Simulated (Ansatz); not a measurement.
Geometry optimisation, Ansatz 0.2.0, RKS BHLYP-D4/def2-SVP.

input.yaml

```yaml
crystal:
  periodic: [false, false, false]
  atoms:
    - { symbol: B, position_ang: [0.0, 0.0, 0.0] }
    - { symbol: F, position_ang: [0.0, 0.0, 1.67] }
    - { symbol: O, position_ang: [1.2211, 0.0, -0.705] }
    - { symbol: H, position_ang: [1.5209, -0.9519, -0.8599] }
    - { symbol: H, position_ang: [-1.0305, 0.0, -0.595] }
    - { symbol: "N", position_ang: [0.0829, 1.7537, 0.5833] }
    - { symbol: H, position_ang: [0.4765, 1.9752, 1.5423] }
    - { symbol: H, position_ang: [-0.2631, 2.537, -0.0414] }
    - { symbol: H, position_ang: [0.0507, 1.0726, 1.5337] }
basis:
  gaussian: { orbitals: def2-SVP }
hamiltonian:
  xc: { name: BHLYP }
  dispersion: d4
relax:
  f_tol: 0.15
  max_steps: 25
  restrain:
    - { distance: [0, 5], at: 2.75, k: 30.0 }
    - { distance: [8, 1], at: 2.12, k: 30.0 }
    - { distance: [0, 1], at: 1.32, k: 30.0 }
    - { distance: [8, 5], at: 1.06, k: 30.0 }
```

Run as:

```bash
$ ansatz run input.yaml --threads 2 --pin off --max-ram 3072MiB --backend cpu --events-out ev --progress --plain --runs-dir out
```

Question: Where does it end, and by what steps?

Answer: It converged. The restraints hold the end off the free minimum. After 11 steps the energy has fallen by 5.498 eV (the restraints' own energy left out); H7 moved furthest, 0.92 Å.

| step | energy less start (eV) | largest force component (eV/Å) | accepted |
| --- | --- | --- | --- |
| 0 | 0.0000 | 6.275 | yes |
| 1 | -0.4269 | 4.498 | yes |
| 2 | -1.1215 | 5.439 | yes |
| 3 | -2.3839 | 4.408 | yes |
| 4 | -3.8179 | 4.110 | yes |
| 5 | -4.6508 | 2.148 | yes |
| 6 | -4.8793 | 1.657 | yes |
| 7 | -5.0396 | 1.956 | yes |
| 8 | -5.3989 | 0.973 | yes |
| 9 | -5.4779 | 0.850 | yes |
| 10 | -5.4957 | 0.765 | yes |
| 11 | -5.4981 | 0.739 | yes |

```xyz
9
Properties=species:S:1:pos:R:3
B -0.048 -0.384 -0.230
F -0.110 -0.603 1.080
O 1.073 -0.666 -0.900
H 1.798 -0.928 -0.337
H -1.032 -0.062 -0.817
N 0.178 2.130 0.846
H 0.908 2.716 1.220
H -0.622 2.723 0.685
H -0.086 1.460 1.581
```

The run took 18 s on 2 threads of Arm Neoverse V2, with other jobs on the host, peak memory 0.15 GiB.
